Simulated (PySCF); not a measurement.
**Correlation energy of B (boron, neutral)**

[He] 2s2 2p1, 2P determinant. All numbers are calculated (PySCF 2.14, the non-relativistic Hamiltonian (point nucleus), in aug-cc-pVDZ (4s3p2d, 23 functions)). Frozen: 1s2; 3 electrons correlated.

MP2 pair energies summed by pair of shells (mhartree):

| pair | energy | share (%) |
| --- | --- | --- |
| 2s-2s | -21.96 | 59.2 |
| 2s-2p | -15.11 | 40.8 |

Total MP2 correlation energy: -37.07 mhartree.

Same-spin part -2.55 and opposite-spin part -34.52 mhartree; SCS-MP2 scales them by 1/3 and 6/5 to -42.28 mhartree.

| level | correlation energy (mhartree) |
| --- | --- |
| CCSD | -59.62 |
| (T) | -0.91 |
| CCSD(T) | -60.53 |

Diagnostics: T1 = 0.014, D1 = 0.0268, largest double amplitude 0.076.

Cost of the coupled-cluster step: 0.27 s of wall time on 1 thread of Neoverse-N1 (shared host), for 3 correlated electrons.

Iterations:

```
CC2 = 0
CCSD nocc = (np.int64(2), np.int64(1)), nmo = (22, 22)
frozen orbitals [[0], [0]]
max_cycle = 100
direct = 0
conv_tol = 1e-08
conv_tol_normt = 1e-06
diis_space = 8
diis_start_cycle = 0
Init t2, MP2 energy = -0.0370698078065752
Init E_corr(UCCSD) = -0.0370698078067753
cycle = 1  E_corr(UCCSD) = -0.0499307989713516  dE = -0.0128609912  norm(t1,t2) = 0.0636308
cycle = 2  E_corr(UCCSD) = -0.0549956242722413  dE = -0.0050648253  norm(t1,t2) = 0.0312498
cycle = 3  E_corr(UCCSD) = -0.0596382809086861  dE = -0.00464265664  norm(t1,t2) = 0.0166643
cycle = 4  E_corr(UCCSD) = -0.0595784927761437  dE = 5.97881325e-05  norm(t1,t2) = 0.00224014
cycle = 5  E_corr(UCCSD) = -0.0596377492839837  dE = -5.92565078e-05  norm(t1,t2) = 0.00036016
cycle = 6  E_corr(UCCSD) = -0.0596117680004553  dE = 2.59812835e-05  norm(t1,t2) = 9.35814e-05
cycle = 7  E_corr(UCCSD) = -0.0596194593204671  dE = -7.69132001e-06  norm(t1,t2) = 3.46603e-05
cycle = 8  E_corr(UCCSD) = -0.0596199964647882  dE = -5.37144321e-07  norm(t1,t2) = 6.54733e-06
cycle = 9  E_corr(UCCSD) = -0.0596194825673329  dE = 5.13897455e-07  norm(t1,t2) = 1.79396e-06
cycle = 10  E_corr(UCCSD) = -0.0596196084474787  dE = -1.25880146e-07  norm(t1,t2) = 5.9343e-07
cycle = 11  E_corr(UCCSD) = -0.0596196079136176  dE = 5.33861184e-10  norm(t1,t2) = 1.26221e-07
UCCSD converged
E(UCCSD) = -24.59019338225207  E_corr = -0.05961960791361755
UCCSD(T) correction = -0.00090854972726574
```
